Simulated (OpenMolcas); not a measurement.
# Mo3+: effect of the metal basis

Mo3+ with its 6 nearest chloride ions at 2.509 Å, on the Y site of Cs2NaYCl6 (a = 10.7396 Å, distance in the model lattice 2.619 Å). The rest of the host is ab initio model potentials to 7.6 Å and point charges beyond; the distance is set by hand and nothing relaxes.

```
Program             : OpenMolcas 26.06
Method              : SS-CASPT2, IPEA 0.25 Eh, imaginary shift 0.1 Eh (closed shells correlated: 4s 4p and the ligand valence shells)
Spin-orbit coupling : state interaction with AMFI integrals over the reference wave functions
```

Fixed: ligand basis ANO-RCC-VDZP, active space 3 electrons in 5 orbitals (4d), DKH2 Hamiltonian.

States (labels of O, the rotations of Oh). Energies in cm-1 above the lowest state or level, χT in cm3 K/mol; 10Dq and B are least-squares fits to the states below 45000 cm-1, weighted by degeneracy, with a free offset, and given where the rms deviation is under 5 % of |10Dq| (or 100 cm-1) and under 700 cm-1.

```csv
Run,Metal basis,Ground state,First state of that spin,10Dq,B (rms of fit),First gap with spin-orbit (degeneracies),χT at 300 K,First state of another spin,Cost
A,ANO-RCC-VDZP,4A2,4T2 19720,19192,484 (294),"10160 (4, 4)",1.761,2E 10220,roughly 4 core-minutes
B,ANO-RCC-VTZP,4A2,4T2 19570,19121,487 (393),"9210 (4, 4)",1.759,2E 9260,roughly 6 core-minutes
```

Against A, |10Dq| changes by -0.4 % in B.

Costs are those of the CASPT2 steps.

Roots that are degenerate in the reference are averaged as groups; the widest CASPT2 spread within a group is 660 cm-1 (the 3-fold group of multiplicity 2 near 51200 cm-1 above the lowest state of its run, B). Shifts and gaps below about the spread of the groups concerned are not significant. Over all roots computed the reference weight is 0.66 to 0.67 in A, 0.66 to 0.67 in B; a low but even weight reflects the number of correlated electrons. Ligand-to-metal charge-transfer states are missing. With no ligand orbital active B as a rule stays too high, so bands that hang on it stand too high and its fall with covalency is understated. With one d shell and no ligand orbital active, 10Dq can be off by a tenth or more. The least metal-like active orbital is 79 % on the metal (Löwdin) and no ligand orbital is active, so the numbers are rough (holds for A). The least metal-like active orbital is 80 % on the metal (Löwdin) and no ligand orbital is active, so the numbers are rough (holds for B). No measured value stands beside these numbers; the geometry was set by hand and not optimised.
